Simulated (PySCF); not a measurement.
Species: C4H8OSi2.
Bonds: O1–Si2, Si2–C3, C3–C4 (double), C4–Si5, Si5–C6, C6–C7 (double), Si2–C7. Hydrogens: H8 on O1; H9 on Si2; H10 on C3; H11 on C4; H12, H13 on Si5; H14 on C6; H15 on C7.

The same species was optimised twice, with GFN2-xTB and with PBE0-D3(BJ)/def2-SVP (PySCF), and the same property calculations (PySCF, gas phase) were run on both structures.

```csv
coordinate,GFN2-xTB,PBE0-D3(BJ)/def2-SVP,change
O1–Si2 (Å),1.635,1.672,+0.037
C3=C4 (Å),1.331,1.348,+0.017
C6=C7 (Å),1.331,1.348,+0.017
Si2–C7 (Å),1.885,1.872,-0.013
Si2–C3 (Å),1.885,1.872,-0.013
Si5–C6 (Å),1.881,1.873,-0.008
C4–Si5 (Å),1.881,1.873,-0.008
C4–Si5–C6 (°),108.1,110.2,+2.1
C3–Si2–C7 (°),107.4,109.5,+2.1
Si2–C7–C6 (°),123.9,125.6,+1.7
Si2–C3–C4 (°),123.9,125.5,+1.6
C3–C4–Si5 (°),123.8,124.6,+0.8
O1–Si2–C3 (°),112.1,111.3,-0.8
O1–Si2–C7 (°),111.9,111.2,-0.7
Si5–C6–C7 (°),123.8,124.5,+0.7
```

Rotational constants: A = 3358, B = 1354, C = 1025 MHz (GFN2-xTB) against A = 3141, B = 1370, C = 1044 MHz (PBE0-D3(BJ)/def2-SVP). Point groups within 0.08 Å: Cs and Cs. Atoms that the bonding makes alike are paired by their places after alignment.

On the GFN2-xTB structure: lowest singlet, TDDFT (eV) 5.32 [wB97X-D/def2-SVPD]; isotropic polarisability (au) 96.7 [wB97X-D/def2-SVPD]; HOMO (eV) -9.55 [wB97X-D/def2-SVPD]; LUMO (eV) 0.57 [wB97X-D/def2-SVPD]; dipole (D) 1.60 [wB97X-D/def2-SVPD]; HOMO (eV) -7.72 [PBE0/pcSseg-1]; LUMO (eV) -1.17 [PBE0/pcSseg-1]; dipole (D) 1.68 [PBE0/pcSseg-1]; GIAO shielding of O1 (ppm) 302.8 [PBE0/pcSseg-1]; GIAO shielding of Si2 (ppm) 393.7 [PBE0/pcSseg-1]; GIAO shielding of C3/C7 (mean) (ppm) 26.1 [PBE0/pcSseg-1]; GIAO shielding of C4/C6 (mean) (ppm) 33.2 [PBE0/pcSseg-1]; GIAO shielding of Si5 (ppm) 426.6 [PBE0/pcSseg-1].

Task: What do these properties become on the PBE0-D3(BJ)/def2-SVP structure?

Result: 
```tsv
property	level	on GFN2-xTB	on PBE0-D3(BJ)/def2-SVP	change
lowest singlet, TDDFT (eV)	wB97X-D/def2-SVPD	5.32	5.33	+0.01
isotropic polarisability (au)	wB97X-D/def2-SVPD	96.7	99.1	+2.4
HOMO (eV)	wB97X-D/def2-SVPD	-9.55	-9.69	-0.14
LUMO (eV)	wB97X-D/def2-SVPD	0.57	0.45	-0.12
dipole (D)	wB97X-D/def2-SVPD	1.60	1.42	-0.18
energy, GFN2-xTB geometry as zero (kcal/mol)	wB97X-D/def2-SVPD	0.0	-3.1	-3.1
HOMO (eV)	PBE0/pcSseg-1	-7.72	-7.86	-0.14
LUMO (eV)	PBE0/pcSseg-1	-1.17	-1.31	-0.14
dipole (D)	PBE0/pcSseg-1	1.68	1.49	-0.19
energy, GFN2-xTB geometry as zero (kcal/mol)	PBE0/pcSseg-1	0.0	-2.7	-2.7
GIAO shielding of O1 (ppm)	PBE0/pcSseg-1	302.8	295.6	-7.2
GIAO shielding of Si2 (ppm)	PBE0/pcSseg-1	393.7	387.6	-6.1
GIAO shielding of C3/C7 (mean) (ppm)	PBE0/pcSseg-1	26.1	24.6	-1.5
GIAO shielding of C4/C6 (mean) (ppm)	PBE0/pcSseg-1	33.2	29.2	-4.0
GIAO shielding of Si5 (ppm)	PBE0/pcSseg-1	426.6	424.5	-2.1
```

The heavy atoms differ by 0.237 Å rms after alignment. Among bonds between heavy atoms O1–Si2 changes most (+0.037 Å). Changes are differences of the printed values. Neither structure is proved a minimum here.

The values belong to the conformer `[OH:1][SiH:2]1[CH:3]=[CH:4][SiH2:5][CH:6]=[CH:7]1`: H–O1–Si2–C3 62°.

Note: wB97X-D ran without an empirical dispersion term, which enters the total energy and its gradient alone.
